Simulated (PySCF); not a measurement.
Ionisation energy of I⁺ by level of theory

I⁺ [Kr] 4d10 5s2 5p4 (3P) → I²⁺ [Kr] 4d10 5s2 5p3 (4S), as a difference of total energies. Computed with PySCF 2.14 in ANO-RCC-VTZP, with scalar relativity by spin-free X2C-1e. Correlated levels: valence: [Kr] 4d10 frozen. The calculations carry no spin-orbit coupling.

| method | ionisation energy (eV) | plus first-order spin-orbit estimate | error of that sum (eV) |
| --- | --- | --- | --- |
| UHF | 17.718 | 18.052 | -1.079 |
| MP2 (valence) | 18.355 | 18.689 | -0.442 |
| SCS-MP2 (valence) | 18.418 | 18.752 | -0.379 |
| CCSD (valence) | 18.495 | 18.828 | -0.303 |
| CCSD(T) (valence) | 18.519 | 18.853 | -0.278 |

Reference: 19.131 eV (measured; NIST Atomic Spectra Database, ionization energies).

A first-order spin-orbit estimate (lowest level to lowest level, LS coupling) adds 0.334 eV.

Errors of the correlated levels include the incompleteness of this basis and the frozen core.
